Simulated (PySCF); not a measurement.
C2H6N, SMILES [CH2]CN, multiplicity 2. Atoms are numbered in the order given.

```xyz
9

C      1.2352     0.2047    -0.3292
C      0.0689    -0.3953     0.3507
N     -1.1753     0.1893    -0.1265
H      2.2261     0.1240     0.0985
H      1.1256     0.5858    -1.3369
H      0.2098    -0.3291     1.4432
H      0.0269    -1.4750     0.1296
H     -1.2130     1.1718     0.1157
H     -1.9725    -0.2591     0.3064
```
Charge 0, spin multiplicity 2.

Geometry optimised at PBE0-D3(BJ)/def2-TZVP. The isomer is the one that the SMILES or the coordinates give; other isomers of the formula were not compared. The values are those of a single conformer.

Calculation: CAM-B3LYP/def2-TZVPD in PySCF.

Computed frontier levels, dipole moment and polarisability:
| Quantity | Value |
|---|---|
| α spin, highest occupied and lowest empty level | -7.33 and 0.99 eV |
| β spin, highest occupied and lowest empty level | -8.48 and -0.33 eV |
| dipole moment | 1.35 D |
| quadrupole, principal values (traceless, Buckingham form, about the centre of nuclear charge) | -3.75, 0.81, 2.94 D·Å |
| mean static polarisability | 37.2 bohr³ (5.52 Å³) |
| polarisability, principal values | 33.4, 36.8, 41.4 bohr³ |
| ⟨S²⟩ | 0.754 (pure state 0.75) |
